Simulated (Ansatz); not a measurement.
`CC[Si]O` + H₂ → `C[Si]O` + CH₄ at 500 K and 1 bar (hydrogenolysis of a C–C bond).

Program: Ansatz. Geometries: PBE0-D4/def2-TZVP. ΔE: electronic, gas phase. CCSD(T)/CBS adds triple-zeta CCSD(T) − MP2 to the extrapolated MP2 energy (def2 sets, frozen cores). This one scheme is used for every species. One conformer a species, not always the lowest.

```json
{"species": "`CC[Si]O`", "CCSD(T)/CBS energy (Eh)": "-443.97447", "H − E (kJ/mol)": "246.7", "S (J/(mol·K))": "371.7"}
{"species": "H₂", "CCSD(T)/CBS energy (Eh)": "-1.17544", "H − E (kJ/mol)": "41.0", "S (J/(mol·K))": "145.5"}
{"species": "`C[Si]O`", "CCSD(T)/CBS energy (Eh)": "-404.71755", "H − E (kJ/mol)": "161.9", "S (J/(mol·K))": "333.3"}
{"species": "CH₄", "CCSD(T)/CBS energy (Eh)": "-40.46206", "H − E (kJ/mol)": "135.6", "S (J/(mol·K))": "206.8"}
```

H − E and S are ideal-gas, rigid-rotor, harmonic terms from PBE0-D4/def2-TZVP, for one conformer and one mirror image of each species. The MP2-based limit puts H₂ 0.8 mEh under its directly extrapolated value; such offsets cancel only in part. 1 Eh = 2625.50 kJ/mol, R = 8.31446 J/(mol·K).

Q: By hand: ΔE, ΔH, ΔS and ΔG.

A: ΔE = (-404.71755) + (-40.46206) − (-443.97447) − (-1.17544) = -0.02970 Eh = -78.0 kJ/mol. Δ(H − E) = 161.9 + 135.6 − 246.7 − 41.0 = 9.8, so ΔH = -68.2 kJ/mol. ΔS = 333.3 + 206.8 − 371.7 − 145.5 = 22.9 J/(mol·K). ΔG = -68.2 − 500 × (22.9)/1000 = -79.7 kJ/mol.

Q: By hand: the equilibrium constant, and the temperature at which ΔG would vanish if ΔH and ΔS stayed fixed.

A: log₁₀ K = −ΔG/(RT ln 10) = 8.3. ΔH and −TΔS have one sign here, so there is no such temperature.

ΔH outweighs TΔS. A doubt of 5 kJ/mol in ΔE shifts log₁₀ K by 0.5 here. Other conformers and mirror images would add mixing entropy, several J/(mol·K) or more a flexible species. These are equilibria of isolated gas molecules and say nothing of rates. Largest T1 diagnostic: 0.014 (customary marks: 0.02 for closed shells, 0.045 for open ones).
